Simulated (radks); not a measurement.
Fe II, 25 electrons, occupied as [Ar] 3d6 4s1 (the NIST ground configuration). Method: scalar-relativistic Kohn-Sham, LDA (Slater exchange, Perdew-Wang correlation), spin-polarised, spherical densities, finite nucleus; open shells are filled with parallel spins first; Fermi nuclear charge, rms radius 3.7377 fm; computed with a radial shooting solver on a logarithmic mesh with Libxc functionals.

Radial electron density D(r) = 4 pi r^2 rho(r):

| r (bohr) | D(r) (e/bohr) | spin D(r) |
|---|---|---|
| 0.002217 | 0.7310 | 0.000342 |
| 0.00254 | 0.9388 | 0.000439 |
| 0.002887 | 1.186 | 0.000554 |
| 0.003308 | 1.515 | 0.000707 |
| 0.00379 | 1.930 | 0.000900 |
| 0.004342 | 2.449 | 0.00114 |
| 0.004974 | 3.096 | 0.00144 |
| 0.005653 | 3.842 | 0.00178 |
| 0.006477 | 4.808 | 0.00223 |
| 0.007421 | 5.980 | 0.00276 |
| 0.008502 | 7.385 | 0.00339 |
| 0.00974 | 9.046 | 0.00413 |
| 0.01116 | 10.98 | 0.00497 |
| 0.01268 | 13.04 | 0.00585 |
| 0.01453 | 15.49 | 0.00685 |
| 0.01665 | 18.14 | 0.00787 |
| 0.01907 | 20.91 | 0.00884 |
| 0.02185 | 23.68 | 0.00966 |
| 0.02483 | 26.15 | 0.0102 |
| 0.02845 | 28.44 | 0.0103 |
| 0.0326 | 30.17 | 0.00985 |
| 0.03735 | 31.15 | 0.00867 |
| 0.04279 | 31.27 | 0.00674 |
| 0.04863 | 30.59 | 0.00434 |
| 0.05572 | 29.15 | 0.00154 |
| 0.06383 | 27.33 | -0.000778 |
| 0.07313 | 25.60 | -0.00136 |
| 0.08378 | 24.52 | 0.00161 |
| 0.09523 | 24.55 | 0.00985 |
| 0.1091 | 25.89 | 0.0274 |
| 0.125 | 28.39 | 0.0579 |
| 0.1432 | 31.41 | 0.106 |
| 0.1641 | 33.92 | 0.180 |
| 0.188 | 34.87 | 0.289 |
| 0.2136 | 33.66 | 0.436 |
| 0.2448 | 30.07 | 0.654 |
| 0.2804 | 24.85 | 0.954 |
| 0.3213 | 19.38 | 1.35 |
| 0.3681 | 15.18 | 1.83 |
| 0.4183 | 13.25 | 2.34 |
| 0.4793 | 13.37 | 2.88 |
| 0.5491 | 14.84 | 3.33 |
| 0.6291 | 16.29 | 3.60 |
| 0.7207 | 16.58 | 3.64 |
| 0.8191 | 15.41 | 3.46 |
| 0.9385 | 12.91 | 3.09 |
| 1.075 | 9.843 | 2.63 |
| 1.232 | 6.927 | 2.17 |
| 1.411 | 4.611 | 1.77 |
| 1.604 | 3.081 | 1.45 |
| 1.838 | 2.034 | 1.19 |
| 2.105 | 1.388 | 0.958 |
| 2.412 | 0.9639 | 0.747 |
| 2.763 | 0.6555 | 0.546 |
| 3.166 | 0.4174 | 0.364 |
| 3.598 | 0.2483 | 0.223 |
| 4.123 | 0.1255 | 0.115 |
| 4.723 | 0.05396 | 0.0502 |
| 5.411 | 0.01924 | 0.0181 |
| 6.2 | 0.005540 | 0.00525 |
| 7.046 | 0.001378 | 0.00132 |
| 8.073 | 0.0002419 | 0.000232 |

D(r) has 3 maxima, at r = 0.0408, 0.186, 0.692 bohr, and minima at 0.0893, 0.442 bohr, inside which lie 2.12, 10.68 electrons.
